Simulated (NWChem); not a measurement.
CH4ClFSi; SMILES C[Si@@H](F)Cl

```xyz
8

C     -1.4395    -1.2627    -0.2779
Si     0.0670    -0.4002     0.3945
F      1.4076    -1.0414    -0.2903
Cl     0.0039     1.6107    -0.1097
H     -1.4889    -1.1506    -1.3794
H     -1.4112    -2.3441    -0.0337
H     -2.3614    -0.8280     0.1580
H      0.2271    -0.5074     1.8770
```
Atoms are numbered in this order, from 1.

All runs: NWChem. Structure relaxed at the PBE-D3(BJ)/def2-SVP level.

Task: Order these runs by computing time, cheapest first, and give rough ratios: PBE/STO-3G; PBE/pcseg-2; PBE/pcseg-1.

Result: PBE/STO-3G (1), PBE/pcseg-1 (3), PBE/pcseg-2 (10). Ratios are rough, from one shared machine; the cheapest took about 4 core-seconds (a rough figure). What differs between the cheapest and the dearest: highest occupied level (eV) -3.93 → -7.68; orbital gap (eV) 7.43 → 7.28; dipole (D) 2.74 → 2.27.
